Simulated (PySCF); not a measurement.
# Mayer bond orders and bond lengths

C8H14NP.
Numbering: `[N:1]#[C:2][CH2:3][P:4]1[CH2:5][CH2:6][CH2:7][CH2:8][CH2:9][CH2:10]1` (hydrogens: H11, H12 on C3; H13, H14 on C5; H15, H16 on C6; H17, H18 on C7; H19, H20 on C8; H21, H22 on C9; H23, H24 on C10)

Structure used (GFN2-xTB), in Å, numbered top down from 1:
```xyz
24
C8H14NP angstrom
N      4.3248   -0.0922    1.2929
C      3.5895    0.1290    0.4446
C      2.6468    0.3948   -0.5983
P      0.9734    0.8337    0.1522
C      0.6575   -0.8303    0.9241
C     -0.7222   -0.9690    1.5575
C     -1.8816   -0.7655    0.5804
C     -2.0332    0.6914    0.1261
C     -1.4637    0.9933   -1.2594
C     -0.0004    0.5822   -1.4180
H      2.9914    1.2513   -1.1851
H      2.5588   -0.4825   -1.2474
H      1.4206   -0.9630    1.6980
H      0.8037   -1.6099    0.1676
H     -0.7980   -1.9698    1.9924
H     -0.8193   -0.2496    2.3741
H     -1.7545   -1.4181   -0.2854
H     -2.7984   -1.0775    1.0852
H     -3.0907    0.9648    0.1201
H     -1.5364    1.3422    0.8528
H     -2.0622    0.4869   -2.0217
H     -1.5571    2.0679   -1.4306
H      0.0753   -0.4710   -1.7071
H      0.4641    1.1805   -2.2073
```

Bond orders from the PBE0/pcSseg-1 density (PySCF). The structure is a single GFN2-xTB conformer in the gas phase; no vibrational or solvent corrections.

Task: Where do the orders between heavy atoms depart from those drawn in the SMILES?

Result: The largest departure is 0.104, at C3–P4 (drawn single, 0.896).

Task: Give the Mayer order of every bond between heavy atoms, beside its length.

Result: 
| bond | drawn as | length (Å) | Mayer order |
| --- | --- | --- | --- |
| N1–C2 | triple | 1.144 | 3.042 |
| C2–C3 | single | 1.431 | 1.027 |
| C3–P4 | single | 1.886 | 0.896 |
| P4–C5 | single | 1.861 | 0.948 |
| C5–C6 | single | 1.524 | 1.045 |
| C6–C7 | single | 1.530 | 1.043 |
| C7–C8 | single | 1.534 | 0.994 |
| C8–C9 | single | 1.528 | 1.056 |
| C9–C10 | single | 1.528 | 1.017 |
| C10–P4 | single | 1.865 | 0.937 |

By pair of heavy elements: C–C: lowest C7–C8 (0.994, 1.534 Å), highest C8–C9 (1.056, 1.528 Å); in 1 of the 15 pairs the longer bond (by over 0.003 Å) has the higher order (by 0.02 or more). C–P: lowest C3–P4 (0.896, 1.886 Å), highest P4–C5 (0.948, 1.861 Å).

Task: And the bonds to hydrogen?

Result: C–H: 0.91 to 0.96 (14 bonds).

Task: Sum the orders of all bonds at each heavy atom with more than one neighbour and set the sums beside the valence in the SMILES.

Result: C2 4.069 (drawn 4), C3 3.749 (drawn 4), P4 2.781 (drawn 3), C5 3.849 (drawn 4), C6 3.981 (drawn 4), C7 3.947 (drawn 4), C8 3.938 (drawn 4), C9 3.976 (drawn 4), C10 3.824 (drawn 4). Orders between atoms that aren't bonded are not in these sums.

Mayer orders depend on the basis set.

These values come from a run that also computed NMR shieldings. On an Arm Neoverse V2 with one thread, no GPU, shared host, this took 48 s of wall time and 1.1 GiB of memory at its peak.
